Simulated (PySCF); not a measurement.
# [Yb(H2O)2]3+ relaxed at several levels

Computed with PySCF 2.14.0, def2-SVP on the ligands, density fitting, scalar-relativistic core potentials, no spin-orbit coupling, vacuum. Each row is relaxed at its own level from the same template. Distances are means of the shortest metal–ligand contacts, charges and spins Mulliken's; removal energies are rigid, with the ligand's formal charge and no counterpoise, so too large; for an anion taken off a cation in vacuum most of it is the attraction of opposite charges, and multiply charged cations can part far more cheaply with an electron moved from ligand to metal. lcecp potentials hold a fixed number of 4f electrons in the core, out of states, spins and gaps.

```csv
level,basis on the metal,point group,M–H2O (Å),charge on M (e),removal of one H2O (eV),"strongest infrared band, degenerate modes summed (cm⁻¹)",unstable modes (below −25 cm⁻¹)
B3LYP,lcecp-1-SVP with ECP59,C1,2.166,2.16,4.71,3410,0
PBE0,lcecp-1-SVP with ECP59,C1,2.157,2.19,4.67,3465,"0 (lowest -7 cm⁻¹, within noise)"
```

Task: What does the calculation give for BP86, lcecp-1-SVP with ECP59?

Result: point group: C1, M–H2O (Å): 2.164, charge on M (e): 2.10, removal of one H2O (eV): 4.73, strongest infrared band, degenerate modes summed (cm⁻¹): 3305, unstable modes (below −25 cm⁻¹): 0.
```xyz
7

Yb    1.0340   -0.1315    0.0058
O    -0.1647    0.0692    1.7957
H     0.1017    0.4730    2.6818
H    -1.1078   -0.2399    1.9718
O    -0.1597   -0.0458   -1.7970
H     0.1122   -0.3020   -2.7351
H    -1.1100    0.2665   -1.9230
```

Members with unstable modes aren't minima as they stand: saddle points kept by symmetry or, where the modes are soft, flat surfaces and noise. Moved off a saddle point of the template and relaxed again: B3LYP, BP86, PBE0. One start shape was tried for each, so a minimum needn't be the lowest isomer.
